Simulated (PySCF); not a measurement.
Ir(acac)(CO)2 (C7H7IrO4), SMILES CC1=CC(C)=[O]->[Ir](<-[C-]#[O+])(<-[C-]#[O+])[O]1, multiplicity 1.

Geometry: B3LYP-D3(BJ)/def2-SVP. The multiplicity is an assumed one; no other spin state was optimised. The isomer is the one that the SMILES or the coordinates give; other isomers of the formula were not compared. The def2 effective core potentials stand for the cores of Ir; spin–orbit coupling is left out. The values are those of a single conformer.

Computed with PySCF with TDA-PBE/def2-SVP.

Vertical excitations.  State labels are in the subgroup C2v.

| state | symmetry | energy (eV) | λ (nm) | f | main pairs |
|---|---|---|---|---|---|
| S1 | A2 | 3.01 | 411 | 0.000 | HOMO→LUMO 100 % |
| S2 | B2 | 3.79 | 327 | 0.006 | HOMO→LUMO+2 90 % |
| S3 | B1 | 3.84 | 323 | 0.046 | HOMO→LUMO+1 97 % |
| S4 | B2 | 3.91 | 317 | 0.004 | HOMO−1→LUMO 64 %, HOMO−5→LUMO 25 % |
| S5 | A2 | 4.12 | 301 | 0.000 | HOMO−1→LUMO+2 100 % |
| S6 | A1 | 4.12 | 301 | 0.000 | HOMO−1→LUMO+1 50 %, HOMO−2→LUMO 43 % |
| T1 | A2 | 2.99 | 414 | 0 | HOMO→LUMO 100 % |
| T2 | B2 | 3.09 | 401 | 0 | HOMO−1→LUMO 98 % |
Triplets are in the Tamm–Dancoff approximation.
